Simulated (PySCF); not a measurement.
HgI, SMILES [Hg+][I], charge +1. Geometry optimised at B3LYP-D3(BJ)/def2-TZVP. The multiplicity is an assumed one; other spin states were not compared. The def2 effective core potentials stand for the cores of Hg, I; spin–orbit coupling is left out.

The numbers are results of PySCF 2.14.0 with B3LYP-D3(BJ)/def2-TZVP, not measurements.

Harmonic wavenumbers (cm⁻¹): 179. Rotational constants (GHz): 0.9631 (linear); symmetry number 1.

Work out the zero-point energy and the ideal-gas rigid-rotor harmonic-oscillator thermochemistry at 298.15 K and 1 atm.

ZPE = ½ Σ hcν = ½ × 179 cm⁻¹ = 1.07 kJ/mol. H − E(el) = 11.31 kJ/mol. Entropy in J/(mol K): translation 180.98, rotation 81.25, vibration 9.77, total 272.00. G − E(el) = -69.79 kJ/mol. Cp = 36.92 J/(mol K).
